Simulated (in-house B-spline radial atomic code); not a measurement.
What moves the levels of Sm ([Xe] 4f6 6s2)? Level of theory: Dirac-Hartree-Fock, average of the jj configuration, Fermi nucleus of rms radius 4.9599 fm; calculated with a radial B-spline atomic code at the basis-set limit.

Baseline run (computed): total energy -10429.3775 hartree, 1s1/2 at -1731.181 hartree, 6s1/2 at -4.8573 eV with <r> = 4.652 bohr.

Changing the nucleus:

| nucleus | ΔE (eV) |
| --- | --- |
| Fermi nucleus of rms radius 4.9556 fm, A = 139 | -0.0275 |
| Fermi nucleus of rms radius 4.9565 fm, A = 140 | -0.0217 |
| Fermi nucleus of rms radius 4.9517 fm, A = 141 | -0.0524 |
| Fermi nucleus of rms radius 4.9518 fm, A = 142 | -0.0518 |
| Fermi nucleus of rms radius 4.9479 fm, A = 143 | -0.0767 |
| Fermi nucleus of rms radius 4.9524 fm, A = 144 | -0.048 |
| Fermi nucleus of rms radius 4.9651 fm, A = 145 | 0.0333 |
| Fermi nucleus of rms radius 4.9808 fm, A = 146 | 0.134 |
| Fermi nucleus of rms radius 4.9892 fm, A = 147 | 0.188 |
| Fermi nucleus of rms radius 5.0042 fm, A = 148 | 0.284 |
| Fermi nucleus of rms radius 5.0134 fm, A = 149 | 0.344 |
| Fermi nucleus of rms radius 5.0387 fm, A = 150 | 0.507 |
| Fermi nucleus of rms radius 5.055 fm, A = 151 | 0.613 |
| Fermi nucleus of rms radius 5.0819 fm, A = 152 | 0.788 |
| Fermi nucleus of rms radius 5.0925 fm, A = 153 | 0.857 |
| Fermi nucleus of rms radius 5.1053 fm, A = 154 | 0.941 |

A larger nucleus binds the electrons less, roughly as the density at the nucleus times the change of the nuclear <r²>. The reference is A = 138.
